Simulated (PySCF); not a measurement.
Electron correlation in I²⁺ (iodine, charge +2)

[Kr] 4d10 5s1 5p4, high-spin 4P determinant (an excited configuration). Computed with PySCF 2.14 in x2c-TZVPPall with one added diffuse shell each of s, p, d, f type (9s7p5d3f, 76 functions), with the spin-free X2C one-electron Hamiltonian (Gaussian nucleus). Frozen: [Kr] 4d10; 5 electrons correlated.

```json
{"level": "CCSD", "correlation energy (mhartree)": "-90.99"}
{"level": "(T)", "correlation energy (mhartree)": "-5.15"}
{"level": "CCSD(T)", "correlation energy (mhartree)": "-96.14"}
```

Diagnostics: T1 = 0.013, D1 = 0.0261, largest double amplitude 0.200.

A double-excitation amplitude exceeds 0.15, a sign of near-degeneracy.

Cost of the coupled-cluster step: about 4 core-seconds, for 5 correlated electrons.
